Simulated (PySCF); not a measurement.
NICS in isomers of C6H11N3.

NICS is the negative of the GIAO shielding at a point without a nucleus: at the ring centre (0) and 1 Å above and below it (1); zz is the component along the ring normal. Level: GIAO PBE0/pcSseg-1 (PySCF, non-relativistic, gas phase) on the GFN2-xTB geometries, one conformer each. Atom numbers follow the mapped SMILES.

Question: Order these rings by mean NICS(1)zz, lowest (most negative) first (ppm).
A. ring C3–C4–N6–N7–N8 in `[CH3:1][CH2:2][c:3]1[c:4]([CH3:5])[n:6][n:7][n:8]1[CH3:9]`
B. ring N5–C6–C7–N8–N9 in `[CH3:1][C:2]([CH3:3])([CH3:4])[n:5]1[cH:6][cH:7][n:8][n:9]1`
C. ring C3–N4–N5–C6–N8 in `[CH3:1][CH2:2][c:3]1[n:4][n:5][c:6]([CH3:7])[n:8]1[CH3:9]`
D. ring N5–N6–C7–C8–N9 in `[CH3:1][CH2:2][C@@H:3]([CH3:4])[n:5]1[n:6][cH:7][cH:8][n:9]1`

Answer: D (-34.5), B (-33.5), A (-31.0), C (-27.9).

```json
{"SMILES": "CC[C@@H](C)n1nccn1", "ring": "5-membered ring with 3 N; formal bonds all aromatic", "NICS(0)": "-13.6", "NICS(1)": "-13.4", "NICS(1)zz": "-34.5", "HOMA": "0.99", "rms pucker (Å)": "0.00", "ring atoms with four or more neighbours": "0"}
{"SMILES": "CC(C)(C)n1ccnn1", "ring": "5-membered ring with 3 N; formal bonds all aromatic", "NICS(0)": "-12.9", "NICS(1)": "-13.3", "NICS(1)zz": "-33.5", "HOMA": "0.95", "rms pucker (Å)": "0.00", "ring atoms with four or more neighbours": "0"}
{"SMILES": "CCc1c(C)nnn1C", "ring": "5-membered ring with 3 N; formal bonds all aromatic", "NICS(0)": "-12.2", "NICS(1)": "-12.8", "NICS(1)zz": "-31.0", "HOMA": "0.95", "rms pucker (Å)": "0.00", "ring atoms with four or more neighbours": "0"}
{"SMILES": "CCc1nnc(C)n1C", "ring": "5-membered ring with 3 N; formal bonds all aromatic", "NICS(0)": "-10.9", "NICS(1)": "-11.0", "NICS(1)zz": "-27.9", "HOMA": "0.87", "rms pucker (Å)": "0.00", "ring atoms with four or more neighbours": "0"}
```

NICS(0) gives the same order. The isotropic NICS(1) gives the same order. Over the 4 rings with a HOMA value its correlation coefficient with NICS(1)zz is -0.94. HOMA uses Krygowski's 1993 parameters. NICS(1) and NICS(1)zz are means over the two faces.
